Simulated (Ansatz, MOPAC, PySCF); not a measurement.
Complex: H2O (SMILES O) (first 3 atoms) with C2H6O (SMILES CCO); geometry from B3LYP-D3(BJ)/def2-TZVP, rigid monomers moved along the line of their centres of mass till H2···O6 is 3.36 Å.
(charge 0, multiplicity 1):
```xyz
12

O     -0.219     0.308     0.172
H      0.304     0.102     0.967
H      0.125    -0.264    -0.520
C     -1.302     0.227     5.016
C     -0.267    -0.879     4.934
O      0.910    -0.482     4.215
H     -2.193    -0.125     5.540
H     -1.591     0.554     4.017
H     -0.912     1.088     5.567
H      0.015    -1.230     5.933
H     -0.660    -1.732     4.381
H      1.290     0.292     4.647
```

Monomers are frozen at their geometry in the pair; levels with a basis set take the counterpoise correction. Rows marked so take none.

Correlated levels freeze the cores. Rows in 3-21G, 6-311+G**, 6-31G* carry no dispersion term and start afresh at each structure (6-31G* with six Cartesian d functions). MP2/6-31G* freezes PySCF's default core. The state that PM7 reach isn't checked; PM7 holds dispersion and hydrogen-bond terms.

Run with Ansatz (a first-principles code); MOPAC for PM7 (differences of heats of formation); PySCF for 3-21G rows, 6-311+G** rows, 6-31G* rows, the dispersion terms. Each number belongs to the level named beside it.

Other levels give for the interaction energy: PBE/def2-TZVPPD -1.57; B3LYP/def2-TZVPPD -1.39; B3LYP-D3(BJ)/def2-TZVPPD -1.69; wB97M-V/def2-TZVPPD -1.72; CCSD(T)/aug-cc-pVDZ -1.68 kcal/mol.

**Question.** What do these common cheap choices give for the same quantity: PM7, HF/3-21G (no counterpoise), HF/6-31G* (no counterpoise), B3LYP/3-21G (no counterpoise), B3LYP/6-31G*, B3LYP/6-311+G** (no counterpoise), MP2/6-31G*, MP2/6-31G* (no counterpoise)?…

**Answer.** PM7 -2.32; HF/3-21G (no counterpoise) -2.01; HF/6-31G* (no counterpoise) -1.96; B3LYP/3-21G (no counterpoise) -1.78; B3LYP/6-31G* -1.46; B3LYP/6-311+G** (no counterpoise) -1.70; MP2/6-31G* -1.69; MP2/6-31G* (no counterpoise) -2.12 kcal/mol. They span -2.32 to -1.46 kcal/mol.
